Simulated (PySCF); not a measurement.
## Excitation energy of La²⁺ by level of theory

La²⁺ [Xe] 5d1 (2D) → La²⁺ [Xe] 6p1 (2P), as a difference of total energies. All numbers are calculated (PySCF 2.14, scalar relativity by spin-free X2C-1e, in x2c-TZVPPall (11s7p7d3f1g, 97 functions)). The calculations carry no spin-orbit coupling.

```tsv
method	excitation energy (eV)
UHF	4.998
TPSSh	5.268
wB97X-V	5.377
BHandHLYP	5.198
```

The basis was made for the ground configuration and has no added diffuse functions, so the excitation energy can come out too high.
